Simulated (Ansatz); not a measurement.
[V(H2S)(H2O)5]2+ (VSO₅H₁₂²⁺). The state is a quartet with charge 2. Geometry r2SCAN-D4/def2-SVP, basis def2-TZVP, Ansatz.

```xyz
19

V     0.0320   -0.0148    0.0078
S    -1.6676   -1.7201   -0.9161
H    -2.8301   -1.6801   -0.2210
H    -2.2212   -1.2795   -2.0718
O     1.5549    1.2566    0.7762
H     2.2218    1.7358    0.2592
H     1.7697    1.3986    1.7118
O    -1.2342    1.6962    0.0038
H    -2.1621    1.7941   -0.2609
H    -0.9425    2.5731    0.3011
O     1.3904   -1.6552    0.0589
H     1.2166   -2.5742   -0.2027
H     2.3156   -1.6243    0.3503
O     0.7433    0.5052   -1.9287
H     1.3304   -0.0326   -2.4836
H     0.3869    1.1997   -2.5052
O    -0.4888   -0.4102    2.0328
H    -0.2321   -1.1975    2.5390
H    -1.1830    0.0292    2.5491
```

```tsv
run	HOMO (eV)	LUMO (eV)
A	-13.76	-7.95
B	-12.13	-8.98
C	-11.60	-9.98
D	-14.14	-7.53
E	-11.65	-9.62
```

HOMO and LUMO are taken over both spins.

Task: The runs used LDA (SPW92), PBE, PBE0, r2SCAN, r2SCAN0. Estimate which is which.

Result: A PBE0 (25 % exact exchange); B r2SCAN (0 % exact exchange); C LDA (SPW92) (0 % exact exchange); D r2SCAN0 (25 % exact exchange); E PBE (0 % exact exchange). Exact exchange lowers occupied and raises empty levels; among semilocal functionals meta-GGAs tend to open the gap a little, and such runs are hard to tell apart. The gap grows from 1.62 eV (LDA (SPW92)) to 6.61 eV (r2SCAN0).
